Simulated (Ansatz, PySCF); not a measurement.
Gas-phase reaction (SMILES): C#CO + 4 [H][H] (H2) → 2 C (CH4) + O (H2O); energy of full hydrogenation.

Structures are relaxed separately at B3LYP-D3(BJ)/def2-TZVP in Ansatz (a quantum-chemistry and plane-wave program). Cores are frozen in the correlated levels unless marked. Spin-orbit coupling is left out. Non-relativistic. CBS(X,Y): correlation extrapolated as X^-3; Hartree-Fock from the larger set. Thermal terms are rigid-rotor harmonic-oscillator values from B3LYP-D3(BJ) frequencies (PySCF) at 298.15 K and 1 atm. 1 Eh = 627.5095 kcal/mol.

```tsv
species	E, CCSD(T)/CBS(cc-pVTZ,cc-pVQZ) (Ansatz) (Eh)	E, PBE0-D4/def2-TZVPD (Ansatz + dftd4) (Eh)	H - E (Eh)	G - E (Eh)
C#CO	-152.37524	-152.43073	0.03632	0.00822
[H][H] (H2)	-1.17450	-1.16831	0.01336	-0.00144
C (CH4)	-40.45816	-40.47492	0.04840	0.02728
O (H2O)	-76.37426	-76.38102	0.02495	0.00353
```

**Question.** Work out ΔE and ΔH, ΔG, ΔS and the equilibrium constant at 298.15 K at the first level, then ΔH at the second.

**Answer.** 
1. ΔE = [2×(-40.45816) + (-76.37426)] - [(-152.37524) + 4×(-1.17450)] = -0.21734 Eh = -136.4 kcal/mol at CCSD(T)/CBS(cc-pVTZ,cc-pVQZ).
2. The terms H - E add up to 0.03199 Eh, so ΔH = (-0.21734 + (0.03199))×627.5095 = -116.3 kcal/mol.
3. The terms G - E add up to 0.05563 Eh, so ΔG = -101.5 kcal/mol, and ΔS = (0.03199 - (0.05563))×627509.5/298.15 = -49.8 cal/(mol K).
4. log10 K = -ΔG/(RT ln 10) = 74.4, with RT ln 10 = 1.3642 kcal/mol.
5. With ΔH and ΔS taken as constant, ΔG changes sign near ΔH/ΔS = 2340 K, a rough figure that leaves out heat capacities.
6. At PBE0-D4/def2-TZVPD the same steps give ΔE = -142.4 and ΔH = -122.3 kcal/mol, a shift of -6.0 from the first level.
7. Tabulated enthalpies of formation (C#CO 22.2 kcal/mol, ATcT 1.112; [H][H] (H2) 0.0 kcal/mol, zero by definition; C (CH4) -17.8 kcal/mol, ATcT 1.112; O (H2O) -57.8 kcal/mol, ATcT 1.112) give ΔH = -115.6, so the errors are -0.7 and -6.7 kcal/mol; the tables hold anharmonic motion, scalar relativity, which both levels lack, and core correlation, which the frozen-core level lacks.
